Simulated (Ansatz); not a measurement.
Cost and result for the atomization energy of H3InO2S (`[OH][In]([OH])[SH]`) (7 atoms, 6 bonds).

The species carries charge 0 and has multiplicity 1. Correlated methods include outer-core shells of In, which these sets cover unevenly. In: def2 effective core potential. The geometry is a stationary point of PBE0-D4/def2-TZVP. It is one conformer, not always the lowest. Program: Ansatz. All runs use 4 threads of an Arm Neoverse V2 on a shared host. Times are those of one run each, without the atoms' runs, and a repeat can differ threefold. Electronic energies, without spin–orbit coupling; frozen cores. CCSD(T)/CBS adds CCSD(T) − MP2 in def2-TZVPP to the MP2 limit, and its time is that of the two runs behind it. T1 = 0.016. With those shells the extrapolation isn't a true limit. B3LYP takes the VWN-RPA correlation (the form of Gaussian; ORCA's B3LYP/G). HSE06 is the plane-wave form, built on full-range PBE exchange.

CCSD(T)/CBS is a level of theory with its own doubt, some kJ/mol a heavy atom from the limit and from the frozen cores, so smaller differences don't rank the functionals.

```
                            level  functions  wall time  atomization (kJ/mol)  difference from CCSD(T)/CBS  per bond
             revPBE-D4/def2-TZVPP        196      1.1 s                2121.6                        -70.8     -11.8
               BLYP-D4/def2-TZVPP        196      1.2 s                2144.5                        -47.9      -8.0
               PBE0-D4/def2-TZVPP        196      1.8 s                2123.0                        -69.4     -11.6
              BHLYP-D4/def2-TZVPP        196      1.9 s                2018.1                       -174.3     -29.1
              HSE06-D4/def2-TZVPP        196        2 s                2125.1                        -67.3     -11.2
          CAM-B3LYP-D4/def2-TZVPP        196      2.1 s                2145.5                        -46.9      -7.8
                 CCSD(T)/def2-SVP         87      2.6 s                1954.3                       -238.1     -39.7
B3LYP-D4/def2-TZVPP (with forces)        196      2.6 s                2122.7                        -69.7     -11.6
               ωB97X-V/def2-TZVPP        196      4.7 s                2171.7                        -20.7      -3.5
 ωB97M-V/def2-TZVPP (with forces)        196        7 s                2168.2                        -24.2      -4.0
                   MP2/def2-QZVPP        356      8.5 s                2218.9                         26.5       4.4
               CCSD(T)/def2-TZVPP        196       66 s                2101.2                        -91.2     -15.2
                CCSD(T)/CBS(def2)          –       74 s                2192.4                          0.0       0.0
```

From r2SCAN to r2SCAN0 (25 % exact exchange), in def2-TZVPP and without D4, the atomization energy moves by −75.5 kJ/mol: exact exchange takes away binding that semilocal exchange gives to molecules. Leaving LDA and LC-ωPBE aside and taking each functional with its dispersion term where it has one, the values, not all of them listed here, spread over 183.6 kJ/mol, from BHLYP-D4 to PBE-D4. LDA lies +358.5 kJ/mol from PBE without D4, its usual overbinding. At CCSD(T), def2-SVP lies −238.1 kJ/mol from the extrapolated value and def2-TZVPP −91.2 kJ/mol: correlation converges slowly with the basis, and small sets miss more of it in the bonded molecule than in its fragments.

Spin–orbit coupling would lower the free In atoms strongly, and the atomization energy with them, by more than many differences here.
